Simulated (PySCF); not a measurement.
C4H7F3Si.
Numbering: `[F:1][CH:2]([F:3])[C@@H:4]1[CH2:5][C@H:6]([F:7])[SiH2:8]1` (hydrogens: H9 on C2; H10 on C4; H11, H12 on C5; H13 on C6; H14, H15 on Si8)

Geometry (PBE0-D3(BJ)/def2-SVP, Å), atoms numbered from 1 in this order:
```xyz
15
C4H7F3Si angstrom
F      2.1946   -1.3264   -0.8251
C      1.7031   -0.1776   -0.2929
F      2.6715    0.3466    0.4955
C      0.4751   -0.4696    0.5250
C     -0.7375   -0.9081   -0.3394
C     -1.4444    0.4342   -0.5802
F     -0.8859    1.0646   -1.6867
Si    -0.5652    1.0611    1.0076
H      1.5153    0.5203   -1.1276
H      0.7645   -1.1756    1.3177
H     -0.4768   -1.4386   -1.2712
H     -1.3981   -1.5698    0.2426
H     -2.5345    0.3871   -0.7213
H     -1.3441    0.8285    2.2589
H      0.0448    2.4217    0.9968
```

All values: CAM-B3LYP/def2-SVPD (PySCF, non-relativistic), on one gas-phase PBE0-D3(BJ)/def2-SVP geometry that isn't relaxed in the solvent. The solvent is an IEF-PCM continuum (cavity from Bondi-type radii × 1.2), and excitations are vertical TDDFT with non-equilibrium linear response and a frozen core. Only the electrostatic response of the medium enters.

Gas-phase singlets (H = HOMO, L = LUMO):

```csv
state,E (eV),λ (nm),f,leading configurations
S1,7.043,176,0.026,H→L 88%
S2,7.440,167,0.007,"H→L+1 43%, H→L+3 32%"
S3,7.752,160,0.056,H-1→L 79%
S4,7.907,157,0.013,"H→L+3 40%, H→L+1 36%"
S5,8.050,154,0.029,"H-1→L+1 49%, H-1→L+3 23%"
```

**Question.** What are the lowest 5 singlets in benzene (ε = 2.271)?

**Answer.** 
```json
{"state": "S1", "E (eV)": "7.037", "λ (nm)": "176", "f": "0.038", "leading configurations": "H→L 88%", "change by rank (eV)": "-0.006"}
{"state": "S2", "E (eV)": "7.425", "λ (nm)": "167", "f": "0.011", "leading configurations": "H→L+1 43%, H→L+3 29%", "change by rank (eV)": "-0.015"}
{"state": "S3", "E (eV)": "7.740", "λ (nm)": "160", "f": "0.092", "leading configurations": "H-1→L 81%", "change by rank (eV)": "-0.012"}
{"state": "S4", "E (eV)": "7.953", "λ (nm)": "156", "f": "0.013", "leading configurations": "H→L+3 36%, H→L+1 32%", "change by rank (eV)": "+0.046"}
{"state": "S5", "E (eV)": "8.045", "λ (nm)": "154", "f": "0.052", "leading configurations": "H-1→L+1 42%, H-1→L+3 22%", "change by rank (eV)": "-0.005"}
```

**Question.** How do the frontier levels move from gas to benzene?

**Answer.** 
```json
{"orbital": "LUMO+2", "gas (eV)": "1.48", "solvent (eV)": "1.64", "change (eV)": "+0.16", "Löwdin shares, gas": "Si8 39 %, H15 14 %, H14 8 %, C6 6 %", "Löwdin shares, solvent": "Si8 37 %, H15 15 %, H14 7 %, C6 7 %"}
{"orbital": "LUMO+1", "gas (eV)": "1.10", "solvent (eV)": "1.28", "change (eV)": "+0.18", "Löwdin shares, gas": "Si8 29 %, H14 12 %, H12 11 %, C5 9 %", "Löwdin shares, solvent": "Si8 30 %, H14 11 %, H12 9 %, C5 8 %"}
{"orbital": "LUMO", "gas (eV)": "0.74", "solvent (eV)": "0.92", "change (eV)": "+0.18", "Löwdin shares, gas": "Si8 37 %, H15 12 %, C6 12 %, H14 11 %", "Löwdin shares, solvent": "Si8 36 %, H15 12 %, C6 12 %, H14 10 %"}
{"orbital": "HOMO", "gas (eV)": "-9.69", "solvent (eV)": "-9.53", "change (eV)": "+0.16", "Löwdin shares, gas": "C6 30 %, Si8 19 %, F7 19 %, C5 12 %", "Löwdin shares, solvent": "C6 30 %, Si8 20 %, F7 18 %, C5 13 %"}
{"orbital": "HOMO-1", "gas (eV)": "-10.18", "solvent (eV)": "-10.03", "change (eV)": "+0.15", "Löwdin shares, gas": "C4 34 %, Si8 21 %, C6 9 %, C5 6 %", "Löwdin shares, solvent": "C4 34 %, Si8 21 %, C6 10 %, C5 6 %"}
{"orbital": "HOMO-2", "gas (eV)": "-11.00", "solvent (eV)": "-10.92", "change (eV)": "+0.08", "Löwdin shares, gas": "C2 19 %, C4 16 %, F1 15 %, F3 14 %", "Löwdin shares, solvent": "C2 18 %, C4 16 %, F1 13 %, F3 12 %"}
{"orbital": "HOMO-3", "gas (eV)": "-11.34", "solvent (eV)": "-11.20", "change (eV)": "+0.14", "Löwdin shares, gas": "C5 22 %, F7 20 %, C4 16 %, C6 14 %", "Löwdin shares, solvent": "C5 21 %, F7 18 %, C4 16 %, C6 14 %"}
```

The HOMO–LUMO gap goes from 10.43 to 10.45 eV.
